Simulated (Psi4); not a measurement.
Input for Psi4:
```
memory 2 GB

molecule mol {
0 1
Si    1.468642    0.528057    0.075411
Si   -0.451468   -0.735164   -0.161107
C    -2.000194    0.324208    0.148495
H     2.683665   -0.272308   -0.097516
H     1.555907    1.621109   -0.898862
H     1.577239    1.158068    1.395639
H    -0.505769   -1.870123    0.774015
H    -0.586066   -1.321562   -1.504098
H    -2.059930    1.149461   -0.556089
H    -1.993382    0.748704    1.148851
H    -2.910935   -0.259090    0.046834
}

set {
  basis cc-pvdz
  reference rhf
  freeze_core true
}

energy('ccsd(t)')
print_variables()
```

**Question.** Give the coupled-cluster correlation energy (without the perturbative part) at the level CCSD(T)/cc-pVDZ run with Psi4 1.11.

**Answer.** -0.4212 Eh

**Question.** What MP2 correlation energy does CCSD(T)/cc-pVDZ give?

**Answer.** -0.3579 Eh

**Question.** What total energy does CCSD(T)/cc-pVDZ give?

**Answer.** -620.8148 Eh

**Question.** Predict the number of basis functions from CCSD(T)/cc-pVDZ.

**Answer.** 90
